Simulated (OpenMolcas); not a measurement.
**Multiplet structure of neutral nitrogen**

```
Program             : OpenMolcas
Method              : CASSCF
Basis               : ANO-RCC-VQZP [5s4p3d2f1g]
Scalar Hamiltonian  : DKH2, point nucleus
Active space        : 5 electrons in 8 orbitals (2s 2p 3s 3p)
State averaging     : 2S+1 = 4 odd, 1 root; 2S+1 = 2 odd, 8 roots; 2S+1 = 4 even, 3 roots; 2S+1 = 2 even, 5 roots kept (CI in the orbitals of an earlier block, 0 in the spin-orbit step)
Spin-orbit coupling : state interaction with AMFI integrals over the reference wave functions, term energies averaged over their components
```

With spin-orbit coupling, above the lowest level:

```json
{"Configuration": "2s² 2p³", "Term": "⁴S°", "J": "3/2", "E (cm⁻¹)": "0.0", "Measured (cm⁻¹)": "0.0", "Term weight %": "100"}
{"Configuration": "2s² 2p³", "Term": "²D°", "J": "3/2", "E (cm⁻¹)": "22209", "Measured (cm⁻¹)": "19233", "Term weight %": "100"}
{"Configuration": "2s² 2p³", "Term": "²D°", "J": "5/2", "E (cm⁻¹)": "22214", "Measured (cm⁻¹)": "19224", "Term weight %": "100"}
{"Configuration": "2s² 2p³", "Term": "²P°", "J": "1/2", "E (cm⁻¹)": "28502", "Measured (cm⁻¹)": "28839", "Term weight %": "100"}
{"Configuration": "2s² 2p³", "Term": "²P°", "J": "3/2", "E (cm⁻¹)": "28506", "Measured (cm⁻¹)": "28839", "Term weight %": "100"}
{"Configuration": "2s 2p⁴", "Term": "⁴P", "J": "5/2", "E (cm⁻¹)": "88510", "Measured (cm⁻¹)": "88107", "Term weight %": "100"}
{"Configuration": "2s 2p⁴", "Term": "⁴P", "J": "3/2", "E (cm⁻¹)": "88560", "Measured (cm⁻¹)": "88151", "Term weight %": "100"}
{"Configuration": "2s 2p⁴", "Term": "⁴P", "J": "1/2", "E (cm⁻¹)": "88589", "Measured (cm⁻¹)": "88171", "Term weight %": "100"}
```

Against the 7 measured excited levels shown (NIST Handbook of Basic Atomic Spectroscopic Data) the mean absolute deviation is 1100 cm-1; the largest miss in energy is 2s² 2p³ ²D°_5/2: computed 22214, measured 19224 cm⁻¹ (+15.5 %).

Without dynamic correlation excited terms often stand tens of per cent too high (terms of higher spin than the ground term too low), and those without a measured partner can miss by more than the paired ones. Active for correlation alone: 3p 3s; no level in the range computed is led by a configuration that fills them, so any true level of that kind is missing. Computed and measured levels are paired by configuration, term and J; levels that our copy of the source lacks, or whose pairing is in doubt (as where it misses far off the trend of its configuration), stay unpaired and out of the deviations. Only configurations of the active space appear. The first state left out of the spin-orbit step lies near 130000 cm-1 above the lowest spin-free state of the reference (among the parities and spins computed), and the list stops at four fifths of that energy or lower.

The term weight is that of the spin-free term in the level, not the purity of its configuration. ° marks odd parity.
